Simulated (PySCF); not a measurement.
Correlation energy of Rh³²⁺ (rhodium, charge +32)

Starting occupation: [Ne] 3s2 3p1, 3p1/2 with m_j = +1/2. Calculation: PySCF 2.14, in an even-tempered Gaussian basis (19 s from 5.5 bohr⁻², ratio 2.4; 13 p from 7.2 bohr⁻², ratio 2.4; 4 d from 25 bohr⁻², ratio 2.6; 4 f from 38 bohr⁻², ratio 2.6); X2C-1e with screened-nucleus spin-orbit coupling, Gaussian nucleus. Frozen: 1s2; 11 electrons correlated; the 50 highest virtual spinors left out.

MP2 pair energies summed by pair of shells (mhartree):

```json
{"pair": "2p3/2-2p3/2", "energy": "-93.65", "share (%)": "20.3"}
{"pair": "2p1/2-2p3/2", "energy": "-93.03", "share (%)": "20.2"}
{"pair": "3s1/2-3s1/2", "energy": "-60.06", "share (%)": "13.0"}
{"pair": "2p3/2-2s1/2", "energy": "-40.38", "share (%)": "8.8"}
{"pair": "3p1/2-3s1/2", "energy": "-35.53", "share (%)": "7.7"}
{"pair": "2p3/2-3s1/2", "energy": "-34.60", "share (%)": "7.5"}
{"pair": "2p1/2-2p1/2", "energy": "-21.33", "share (%)": "4.6"}
{"pair": "2p1/2-2s1/2", "energy": "-19.54", "share (%)": "4.2"}
{"pair": "2p3/2-3p1/2", "energy": "-17.47", "share (%)": "3.8"}
{"pair": "2p1/2-3s1/2", "energy": "-15.05", "share (%)": "3.3"}
{"pair": "2s1/2-2s1/2", "energy": "-10.78", "share (%)": "2.3"}
{"pair": "2s1/2-3s1/2", "energy": "-8.18", "share (%)": "1.8"}
{"pair": "2p1/2-3p1/2", "energy": "-6.80", "share (%)": "1.5"}
{"pair": "2s1/2-3p1/2", "energy": "-4.79", "share (%)": "1.0"}
```

Total MP2 correlation energy: -461.19 mhartree.

At this charge the one-electron X2C treatment keeps the bare 1/r₁₂, with no two-electron picture change or Breit term. The effect here is smaller than on the frozen 1s shell.
